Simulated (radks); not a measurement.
Q: All-electron atom: La3+ in [Xe]. Method: Dirac Kohn-Sham, exchange-only PBE, spin-unpolarised, spherical densities, finite nucleus; Fermi nuclear charge, rms radius 4.855 fm; computed with a radial shooting solver on a logarithmic mesh with Libxc functionals. Some entries of the table are withheld. Estimate them.

| orbital | occ. | eigenvalue (Ry) | <r^2> (bohr^2) | <r> (bohr) |
|---|---|---|---|---|
| 1s1/2 | 2 | -2847.263 | 0.0008538 | 0.02507 |
| 2s1/2 | 2 | -454.4477 | 0.01356 | 0.1070 |
| 2p1/2 | 2 | -428.7108 | 0.009960 | 0.08990 |
| 2p3/2 | 4 | -398.3434 | 0.01123 | 0.09600 |
| 3s1/2 | 2 | -98.45586 | (1) | 0.2849 |
| 3p1/2 | 2 | -87.60198 | 0.08770 | (2) |
| 3p3/2 | 4 | -81.68403 | 0.09534 | (3) |
| 3d3/2 | 4 | -62.66573 | 0.07846 | 0.2577 |
| 3d5/2 | 6 | -61.39939 | 0.08063 | 0.2615 |
| 4s1/2 | 2 | -21.15756 | 0.4829 | 0.6542 |
| 4p1/2 | 2 | -17.16378 | 0.5176 | 0.6746 |
| 4p3/2 | 4 | -15.90334 | 0.5596 | 0.7016 |
| 4d3/2 | 4 | -9.35544 | 0.6733 | 0.7619 |
| 4d5/2 | 6 | -9.13660 | 0.6903 | 0.7715 |
| 5s1/2 | 2 | -4.43158 | 2.668 | 1.543 |
| 5p1/2 | 2 | (4) | 3.320 | 1.716 |
| 5p3/2 | 4 | (5) | 3.603 | 1.788 |
| 4f5/2 | 0 | -1.91735 | (6) | 1.121 |
| 4f7/2 | 0 | -1.89631 | (7) | 1.130 |
| 6s1/2 | 0 | -1.47390 | 13.40 | 3.475 |

A: 
(1) 3s1/2 <r^2> (bohr^2): 0.09286
(2) 3p1/2 <r> (bohr): 0.2747
(3) 3p3/2 <r> (bohr): 0.2867
(4) 5p1/2 eigenvalue (Ry): -3.32874
(5) 5p3/2 eigenvalue (Ry): -3.13530
(6) 4f5/2 <r^2> (bohr^2): 1.620
(7) 4f7/2 <r^2> (bohr^2): 1.649
